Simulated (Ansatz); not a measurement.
`[NH]=[W](=[NH])([F])[Cl]`, charge 0, multiplicity 1.

(1) Give a relaxed structure at PBE0-D4/def2-TZVP (Ansatz). (Best estimate.)

Results:

(1) The calculation gave: 
Z-matrix (Å, degrees):
```
W
N 1 1.738
F 1 1.867 2 108.3
N 1 1.738 2 110.1 3 118.2
Cl 1 2.279 2 107.6 3 -124.9
H 2 1.008 1 155.2 3 -121.6
H 4 1.008 1 155.2 2 3.4
```
Point group Cs.
